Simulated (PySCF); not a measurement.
# Basis set benchmark on one molecule

Molecule: `InChI=1S/BCl3/c2-1(3)4`.

Geometry:
| atom | x (Å) | y (Å) | z (Å) |
| --- | --- | --- | --- |
| Cl1 | -0.795 | -1.557 | 0.006 |
| B2 | 0.025 | -0.020 | -0.021 |
| Cl3 | -0.893 | 1.461 | -0.028 |
| Cl4 | 1.766 | 0.035 | -0.033 |

Geometry PBE0-D3(BJ)/def2-SVP throughout; GIAO in PySCF, gas phase, one conformer, non-relativistic; equivalent atoms averaged; functional PBE0.

Reference values (measured; solution, toluene; H. S. Rzepa et al., J. Org. Chem. 2018, An accessible method for DFT calculation of 11B NMR shifts): δ(B2) = 46.4 ppm vs BF3.OEt2. Computed shifts are taken against BF3·OEt2, calculated as an isolated molecule at each level.

Task: How do the basis sets STO-3G, 6-31G, pcSseg-0, 6-31G*, def2-SVP, cc-pVDZ, pcSseg-1, aug-cc-pVDZ, 6-311+G(2d,p), cc-pVTZ, def2-TZVP, pcSseg-2, IGLO-III, pcSseg-3 perform against the reference? Times are CPU seconds on shared hosts with different chips, so compare them loosely.

Result: 
```
    basis set  functions    B2  abs. error B  core-s
       STO-3G         32  46.5           0.1    0.94
        6-31G         48  53.6           7.2     1.8
     pcSseg-0         48  66.2          19.8     1.4
       6-31G*         68  50.3           3.9     2.4
     def2-SVP         68  48.1           1.7       2
      cc-pVDZ         68  49.5           3.1     2.2
     pcSseg-1         89  51.1           4.7       3
  aug-cc-pVDZ        104  47.5           1.1     3.5
6-311+G(2d,p)        132  48.4           2.0       5
      cc-pVTZ        132  50.2           3.8     4.9
    def2-TZVP        142  51.0           4.6     5.8
     pcSseg-2        165  52.7           6.3     7.8
     IGLO-III        167  51.6           5.2     5.8
     pcSseg-3        300  52.6           6.2      19
```

For $^{11}$B the closest is STO-3G (0.1 ppm) and the furthest pcSseg-0 (19.8 ppm). Where a smaller basis beats a larger one, errors probably cancel; the largest sets show where the functional converges. One molecule is a small sample, and vibrational and solvent effects are absent from the calculation.

A small basis that lands close on one nucleus may do so by chance; judge by the trend and by all nuclei.
